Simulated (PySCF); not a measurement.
## CoCl: from constants to spectrum

ωB97M-V constants of CoCl, ³Δ (triplet), unpaired electrons σ ↑, δ ↑ (PySCF, no relativity, basis sets Co def2-TZVPPD, Cl def2-TZVPPD; masses 58.9332 and 34.9689 u):

- ωe: 388.3 cm⁻¹
- ωexe: 1.41 cm⁻¹
- Be: 0.1663 cm⁻¹
- αe: 0.000895 cm⁻¹

**Question.** What force constant and bond length do these constants imply?

**Answer.** Reduced mass μred = 21.947 u; k = 5.8918×10⁻⁷·μred·ωe² (u, cm⁻¹, mdyn/Å) = 1.95 mdyn/Å; Re = √(16.8576/(μred·Be)) (u, cm⁻¹, Å) = 2.149 Å.

**Question.** Estimate the centrifugal constant D from the Kratzer relation and find the Dunham coefficient a1.

**Answer.** D = 4Be³/ωe² = 1.22e-07 cm⁻¹; a1 = −1 − αeωe/(6Be²) = -3.09.

De is left out where the level can put another filling of the metal’s s and d shells below the measured ground configuration, by anything from nothing to about 1 eV. With d or f electrons several states lie close, and the lowest PBE0 determinant need not be the measured ground state.
